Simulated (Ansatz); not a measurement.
Ansatz results at the PBE0-D4/def2-TZVP geometry: LUMO energy (B3LYP/def2-TZVPP) 0.14 eV; HOMO energy (B3LYP/def2-TZVPP) -8.05 eV; HOMO energy (ωB97M-V/def2-TZVPP) -10.63 eV.

Each molecule was computed in one conformer, which needn't be the lowest.

Question: Which molecule gave them?
A. `OC(O)[O][GeH3]`
B. `CB(F)C=O`
C. `[OH][Ga]1[CH2][S]1`
D. `F[SiH2][Al]1[O][GaH]1`

Answer: A. The others give `[OH][Ga]1[CH2][S]1`: -1.71, -6.58, -8.88; `CB(F)C=O`: -2.74, -7.02, -9.60; `F[SiH2][Al]1[O][GaH]1`: -2.23, -5.85, -7.90.

B3LYP here is the variant with VWN-RPA as its local correlation; programs differ in this.
